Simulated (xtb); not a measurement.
HF4OW (SMILES [OH][W+]([F])([F])([F])[F]), charge +1, singlet, from a rough starting geometry (GFN-xTB shapes and energies of metal compounds can be far from the true ones) (the multiplicity is a formal guess); GFN2-xTB in xtb.

The xtb input:
```
$ xtb mol.xyz --gfn 2 --chrg 1 --opt vtight --json

# file mol.xyz
7

W     -0.13551337    -0.38116275    -0.04491718
F      1.43677073    -1.19469711    -0.35386439
F     -0.71539926    -0.15480804     1.68247131
F     -1.22972517     0.13335330    -1.38557307
F     -1.03582471    -1.93178009    -0.03914322
O      0.57352569     1.25787107    -0.01604286
H      0.97614033     2.15728390     0.03932241
```

### Question
Predict the main parts of the log of this xtb run.

### Answer

```
   ID    Z sym.   atoms
    1   74 W      1
    2    9 F      2-5
    3    8 O      6
    4    1 H      7

           -------------------------------------------------
          |                Calculation Setup                |
           -------------------------------------------------

           -------------------------------------------------
          |                 G F N 2 - x T B                 |
           -------------------------------------------------

          ...................................................
          :                      SETUP                      :
          :.................................................:
          :  # basis functions                  31          :
          :  # atomic orbitals                  30          :
          :  # shells                           14          :
          :  # electrons                        40          :
          :  max. iterations                   250          :
          :  Hamiltonian                  GFN2-xTB          :
          :  restarted?                      false          :
          :  GBSA solvation                  false          :
          :  PC potential                    false          :
          :  electronic temp.          300.0000000     K    :
          :  accuracy                    1.0000000          :
          :  -> integral cutoff          0.2500000E+02      :
          :  -> integral neglect         0.1000000E-07      :
          :  -> SCF convergence          0.1000000E-05 Eh   :
          :  -> wf. convergence          0.1000000E-03 e    :
          :  Broyden damping             0.4000000          :
          :  net charge                          1          :
          :  unpaired electrons                  0          :
          ...................................................

 iter      E             dE          RMSdq      gap      omega  full diag
   1    -17.9261379 -0.179261E+02  0.205E+01    2.10       0.0  T
   2    -19.2600603 -0.133392E+01  0.273E+01   14.51       1.0  T
   3    -23.4330633 -0.417300E+01  0.178E+01    8.76       1.0  T
   4    -24.1968132 -0.763750E+00  0.139E+01    7.70       1.0  T
   5    -24.2357391 -0.389259E-01  0.138E+01    7.65       1.0  T
   6    -24.9897242 -0.753985E+00  0.104E+01    7.20       1.0  T
   7    -25.7725384 -0.782814E+00  0.423E+00    4.98       1.0  T
   8    -25.7129955  0.595429E-01  0.514E+00    5.14       1.0  T
[...]
 * total energy  :   -25.7675519 Eh     change       -0.3013451E-08 Eh
 * total energy  :   -25.7686669 Eh     change       -0.1115035E-02 Eh
 * total energy  :   -25.7688524 Eh     change       -0.1854290E-03 Eh
 * total energy  :   -25.7689765 Eh     change       -0.1241703E-03 Eh
 * total energy  :   -25.7690140 Eh     change       -0.3746178E-04 Eh
 * total energy  :   -25.7690300 Eh     change       -0.1605020E-04 Eh
 * total energy  :   -25.7690410 Eh     change       -0.1096571E-04 Eh
 * total energy  :   -25.7690494 Eh     change       -0.8398592E-05 Eh
 * total energy  :   -25.7690504 Eh     change       -0.9686330E-06 Eh
 * total energy  :   -25.7690508 Eh     change       -0.4513129E-06 Eh
 * total energy  :   -25.7690509 Eh     change       -0.1028220E-06 Eh
 * total energy  :   -25.7690510 Eh     change       -0.4468173E-07 Eh
   *** GEOMETRY OPTIMIZATION CONVERGED AFTER 12 ITERATIONS ***
         :: total energy             -25.769050970396 Eh    ::
[...]
             Fermi-level           -0.6253767 Eh          -17.0174 eV

     #   Z          covCN         q      C6AA      α(0)
     1  74 W        3.869     1.896   309.244    38.785
     2   9 F        0.760    -0.200    11.242     3.960
     3   9 F        0.760    -0.200    11.242     3.960
     4   9 F        0.760    -0.200    11.242     3.960
     5   9 F        0.760    -0.296    12.277     4.139
     6   8 O        1.633    -0.452    21.890     6.315
     7   1 H        0.804     0.453     0.399     0.992

 Mol. C6AA /au·bohr⁶  :       1264.970829
 Mol. C8AA /au·bohr⁸  :      88149.729844
 Mol. α(0) /au        :         62.111570

Wiberg/Mayer (AO) data.
largest (>0.10) Wiberg bond orders for each atom

 ---------------------------------------------------------------------------
     #   Z sym  total        # sym  WBO       # sym  WBO       # sym  WBO
 ---------------------------------------------------------------------------
     1  74 W    5.466 --     6 O    1.315     2 F    1.056     3 F    1.056
                             4 F    1.056     5 F    0.955
     2   9 F    1.317 --     1 W    1.056
     3   9 F    1.317 --     1 W    1.056
     4   9 F    1.317 --     1 W    1.056
     5   9 F    1.201 --     1 W    0.955
     6   8 O    2.367 --     1 W    1.315     7 H    0.755
     7   1 H    0.795 --     6 O    0.755
 ---------------------------------------------------------------------------

Topologies differ in total number of bonds
Writing topology from bond orders to xtbtopo.mol

molecular dipole:
                 x           y           z       tot (Debye)
 q only:        0.518       1.107      -0.015
   full:        0.419       0.904      -0.018       2.533
molecular quadrupole (traceless):
                xx          xy          yy          xz          yz          zz
 q only:       -1.102       2.949       3.620       0.018       0.037      -2.519
  q+dip:       -1.349       3.648       4.457       0.033       0.067      -3.108
   full:       -1.353       3.658       4.470       0.033       0.067      -3.117

optimized geometry written to: xtbopt.xyz

           -------------------------------------------------
          | TOTAL ENERGY              -25.769050970396 Eh   |
          | GRADIENT NORM               0.000060817811 Eh/α |
          | HOMO-LUMO GAP               6.410010091925 eV   |
           -------------------------------------------------

normal termination of xtb
```
